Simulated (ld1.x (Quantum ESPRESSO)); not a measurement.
**Reading a pseudo-wave (silver)**

Columns: radius, all-electron u(r) and pseudo u(r) of the 5p shell (level -0.67 eV) of silver in the configuration [Kr] 4d10 5s1 5p0; Wu–Cohen, non-relativistic, TM scheme, ld1.x (Quantum ESPRESSO) 7.5.

```
r (bohr)  all-electron   pseudo
   0.148       -0.0073  -0.0013
   0.295       -0.0855  -0.0051
   0.443        0.0025  -0.0116
   0.590        0.0992  -0.0208
   0.738        0.1426  -0.0329
   0.885        0.1344  -0.0481
   1.033        0.0937  -0.0666
   1.180        0.0379  -0.0884
   1.328       -0.0228  -0.1137
   1.475       -0.0816  -0.1419
   1.623       -0.1364  -0.1727
   1.770       -0.1853  -0.2050
   1.918       -0.2287  -0.2379
   2.065       -0.2661  -0.2697
   2.213       -0.2986  -0.2996
   2.360       -0.3261  -0.3262
   2.508       -0.3494  -0.3494
   2.655       -0.3688  -0.3688
   2.802       -0.3847  -0.3847
   2.950       -0.3977  -0.3977
   3.098       -0.4079  -0.4079
   3.245       -0.4156  -0.4156
   3.393       -0.4212  -0.4212
   3.540       -0.4250  -0.4250
   3.688       -0.4270  -0.4270
   3.835       -0.4277  -0.4277
```

Problem. How many radial nodes do the two functions have?

Solution. The all-electron 5p function has n − l − 1 = 3 (the table is too coarse to show those close to the nucleus); the pseudo-wave has 0, since the states of the same l below it are removed with the core.

Problem. At about which radius was the pseudo-wave matched?

Solution. 2.95 bohr. The columns agree to 0.0005 from 2.36 bohr on; several derivatives are matched, so the curves merge somewhat inside the radius.

Problem. Is the pseudo-wave norm-conserving?

Solution. Yes: the TM scheme keeps the norm inside the radius equal to the all-electron one, which fixes the energy derivative of the logarithmic derivative at the level.
